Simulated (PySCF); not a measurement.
Calculation: TPSSh-D3(BJ)/def2-TZVP // B3LYP-D3(BJ)/def2-SVP (PySCF). All species are isolated molecules in the gas phase. One relaxed conformer stands for a flexible species; it need not be the lowest. Delta-SCF ions had no search for a lower state. Excitations are Tamm–Dancoff values on a coarser integration grid. The basis has no diffuse functions, so Rydberg states are missing or too high.

Reference species (SMILES): `c1c(C=C)c(B)c2sccc2c1` (neutral, multiplicity 1).

```yaml
S1 excitation (TDA): 3.41 eV
HOMO: -5.83 eV
HOMO–LUMO gap: 3.43 eV
vertical ionisation energy (Delta-SCF): 7.73 eV
```

Changed species: `Bc1cc2cc(C=C)ccc2s1`.

Give the shifts of the S1 excitation (TDA), HOMO, HOMO–LUMO gap and vertical ionisation energy (Delta-SCF).

the S1 excitation (TDA) drops by 0.20 eV, to 3.21 eV; the HOMO decreases by 0.10 eV, to -5.93 eV; the HOMO–LUMO gap falls by 0.19 eV, to 3.24 eV; the vertical ionisation energy (Delta-SCF) rises by 0.04 eV, to 7.77 eV.
